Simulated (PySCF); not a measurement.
**Electron correlation in V²⁺ (vanadium, charge +2)**

Starting occupation: [Ar] 3d2 4s1, 3d5/2 with m_j = +3/2, +5/2, 4s1/2 with m_j = +1/2. Computed with PySCF 2.14 in x2c-TZVPall-2c, with X2C-1e with screened-nucleus spin-orbit coupling, Gaussian nucleus. Frozen: [Ne]; 11 electrons correlated; the 6 highest virtual spinors left out.

MP2 pair energies summed by pair of shells (mhartree):

| pair | energy | share (%) |
| --- | --- | --- |
| 3p-3p | -116.38 | 49.2 |
| 3d-3p | -56.47 | 23.9 |
| 3p-3s | -23.78 | 10.1 |
| 3p-4s | -17.02 | 7.2 |
| 3d-3s | -7.84 | 3.3 |
| 3s-3s | -5.33 | 2.3 |
| 3d-4s | -5.09 | 2.2 |
| 3d-3d | -3.30 | 1.4 |
| 3s-4s | -1.16 | 0.5 |

Total MP2 correlation energy: -236.37 mhartree.

The GHF reference relaxed away from the jj start to a determinant that is no pure jj level (⟨S²⟩ = 3.75, ⟨J²⟩ = 24.75); the energies belong to that determinant.

This basis was not built for core-valence correlation, so the inner-shell part is incomplete.
